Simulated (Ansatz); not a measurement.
`C=C[SiH2]O[SiH3]` + HBr → `[SiH3]O[SiH2]Br` + `C=C` at 700 K and 1 bar (ligand exchange at the Si–C bond).

Computed with Ansatz on PBE0-D4/def2-TZVP structures; ΔE is electronic, products minus reactants. CBS: MP2 limit from def2 TZ/QZ plus the TZ coupled-cluster correction, frozen cores. This one scheme is used for every species. For Br outer-core shells are correlated without core-valence functions, which leaves a few kJ/mol of doubt a bond. Scalar relativity is left out up to krypton. One conformer a species, not always the lowest.

| species | CCSD(T)/CBS energy (Eh) | H − E (kJ/mol) | S (J/(mol·K)) |
| --- | --- | --- | --- |
| `C=C[SiH2]O[SiH3]` | -734.31143 | 328.9 | 527.4 |
| HBr | -2573.91920 | 36.5 | 223.7 |
| `[SiH3]O[SiH2]Br` | -3229.78766 | 201.3 | 485.4 |
| `C=C` | -78.48111 | 168.9 | 268.4 |

H − E and S are ideal-gas, rigid-rotor, harmonic terms from PBE0-D4/def2-TZVP, for one conformer and one mirror image of each species. 1 Eh = 2625.50 kJ/mol, R = 8.31446 J/(mol·K).

By hand: ΔE, ΔH, ΔS and ΔG.

ΔE = (-3229.78766) + (-78.48111) − (-734.31143) − (-2573.91920) = -0.03814 Eh = -100.1 kJ/mol. Δ(H − E) = 201.3 + 168.9 − 328.9 − 36.5 = 4.8, so ΔH = -95.3 kJ/mol. ΔS = 485.4 + 268.4 − 527.4 − 223.7 = 2.7 J/(mol·K). ΔG = -95.3 − 700 × (2.7)/1000 = -97.2 kJ/mol.

By hand: the equilibrium constant, and the temperature at which ΔG would vanish if ΔH and ΔS stayed fixed.

log₁₀ K = −ΔG/(RT ln 10) = 7.3. ΔH and −TΔS have one sign here, so there is no such temperature.

The number of gas molecules stays the same, so ΔS is small and ΔH decides. A doubt of 5 kJ/mol in ΔE shifts log₁₀ K by 0.4 here. Other conformers and mirror images would add mixing entropy, several J/(mol·K) or more a flexible species. Modes under 60 cm⁻¹, often nearly free rotors, make the harmonic entropy too high. These are equilibria of isolated gas molecules and say nothing of rates. Largest T1 diagnostic: 0.011 (customary marks: 0.02 for closed shells, 0.045 for open ones).

ΔS is within the doubt of such terms, so its sign, and with it that verdict, could turn.
